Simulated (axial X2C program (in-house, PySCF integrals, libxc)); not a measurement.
## Spin–orbit effects down a group: molecules with Cs (ions), PBE0

Computed with an axial X2C code built on PySCF integrals, spin-free (one-electron X2C) or two-component (2c: spin–orbit coupling with atomic mean-field Coulomb and Gaunt terms, which also bring small scalar terms), in Dyall basis sets with cores contracted in-house; open shells are unrestricted.

Basis sets: Cs dyall-cv3z, O dyall-av3z, S dyall-av3z, Se dyall-cv3z.

```tsv
molecule	spin-free state	Re (Å)	ωe (cm⁻¹)	De (eV)	2c state	Re 2c (Å)	ωe 2c (cm⁻¹)	De 2c (eV)
CsO⁺	M_S = 1, Λ = 0	3.373	86.9	0.13	Ω = 1	3.373	86.9	0.13
CsS⁺	M_S = 1, Λ = 0	3.711	78.3	0.24	Ω = 1	3.711	78.4	0.24
CsSe⁺	M_S = 1, Λ = 0	3.805	58.1	0.28	Ω = 1	3.808	57.5	0.24
```

Fragments in 2c: Cs+ + O, Cs+ + S, Cs+ + Se. Each entry is the lowest single determinant of a limited PBE0 search at one distance. De goes to single-determinant-based atoms at the same level (for ions the charge split of lowest energy) and is withheld (n/a) where an atom does not fit its ground term or J level. Main or longest-lived isotopes. One determinant is a doubtful description, or other states lie close, for CsO⁺, CsS⁺, CsSe⁺; these need not be ground states, and all values refer to the states named. Some open-shell Ω = 0 determinants are out of reach, so the Ω given for CsO⁺, CsS⁺, CsSe⁺ need not be the lowest component. With several unpaired electrons the Ω given is that of one determinant, not necessarily of the lowest component. Some light 2c atoms are not at their ground J level, so De misses part of their lowering (0.04 eV or less). The functionals have no current term, which raises determinants with orbital currents.
